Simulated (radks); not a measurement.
Values are calculated unless marked as measured or tabulated.
Task: The copper ion Cu5+ is in [Ar] 3d6. Level of theory: scalar-relativistic Kohn-Sham, PBE, spin-polarised, spherical densities, finite nucleus; Fermi nuclear charge, rms radius of each element as measured or else 0.836 A^(1/3) + 0.57 fm (a radial shooting solver on a logarithmic mesh with Libxc functionals). Open shells are filled with parallel spins first. One electron is removed from 3d, 2p, 3s, 3p in turn, with full relaxation. Which removal costs least, and what does each cost?

Result: 3d 104.45 eV; 3p 175.20 eV; 3s 218.81 eV; 2p 1051.9 eV. The 3d electron leaves first.
